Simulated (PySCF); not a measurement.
SbF2Br, SMILES [F][Sb]([Br])[F].

Geometry optimised at B3LYP-D3(BJ)/def2-SVP. The def2 effective core potentials stand for the cores of Sb; spin–orbit coupling is left out.

Calculation: TDA-B3LYP/def2-SVPD (PySCF 2.14.0).

Vertical excitations. The molecule is in vacuum. State labels are in the subgroup Cs.

```json
[
 {"state": "S1", "symmetry": "A'", "energy (eV)": "5.19", "λ (nm)": "239", "f": "0.013", "main pairs": "HOMO→LUMO 86 %"},
 {"state": "S2", "symmetry": "A\"", "energy (eV)": "5.21", "λ (nm)": "238", "f": "0.000", "main pairs": "HOMO−1→LUMO 71 %, HOMO→LUMO+1 28 %"},
 {"state": "S3", "symmetry": "A\"", "energy (eV)": "5.26", "λ (nm)": "236", "f": "0.007", "main pairs": "HOMO→LUMO+1 67 %, HOMO−1→LUMO 28 %"},
 {"state": "S4", "symmetry": "A'", "energy (eV)": "5.47", "λ (nm)": "227", "f": "0.001", "main pairs": "HOMO−1→LUMO+1 84 %"},
 {"state": "S5", "symmetry": "A\"", "energy (eV)": "5.92", "λ (nm)": "209", "f": "0.034", "main pairs": "HOMO−2→LUMO+1 91 %"},
 {"state": "S6", "symmetry": "A'", "energy (eV)": "6.00", "λ (nm)": "206", "f": "0.038", "main pairs": "HOMO→LUMO+2 77 %, HOMO−2→LUMO 20 %"},
 {"state": "S7", "symmetry": "A\"", "energy (eV)": "6.09", "λ (nm)": "204", "f": "0.001", "main pairs": "HOMO−1→LUMO+2 98 %"},
 {"state": "S8", "symmetry": "A'", "energy (eV)": "6.50", "λ (nm)": "191", "f": "0.095", "main pairs": "HOMO−2→LUMO+2 60 %, HOMO−2→LUMO 22 %, HOMO→LUMO+2 10 %"},
 {"state": "S9", "symmetry": "A'", "energy (eV)": "7.14", "λ (nm)": "174", "f": "0.500", "main pairs": "HOMO−3→LUMO 27 %, HOMO−2→LUMO+2 26 %, HOMO−2→LUMO 22 %, HOMO→LUMO 6 %"},
 {"state": "S10", "symmetry": "A'", "energy (eV)": "7.58", "λ (nm)": "164", "f": "0.003", "main pairs": "HOMO−4→LUMO+1 96 %"},
 {"state": "T1", "symmetry": "A'", "energy (eV)": "4.54", "λ (nm)": "273", "f": "0", "main pairs": "HOMO→LUMO 87 %"},
 {"state": "T2", "symmetry": "A\"", "energy (eV)": "4.77", "λ (nm)": "260", "f": "0", "main pairs": "HOMO−1→LUMO 42 %, HOMO→LUMO+1 38 %, HOMO−2→LUMO+1 18 %"},
 {"state": "T3", "symmetry": "A\"", "energy (eV)": "4.84", "λ (nm)": "256", "f": "0", "main pairs": "HOMO−1→LUMO 54 %, HOMO→LUMO+1 32 %, HOMO−2→LUMO+1 10 %"},
 {"state": "T4", "symmetry": "A'", "energy (eV)": "5.00", "λ (nm)": "248", "f": "0", "main pairs": "HOMO−2→LUMO 81 %"}
]
```
Triplets are in the Tamm–Dancoff approximation.
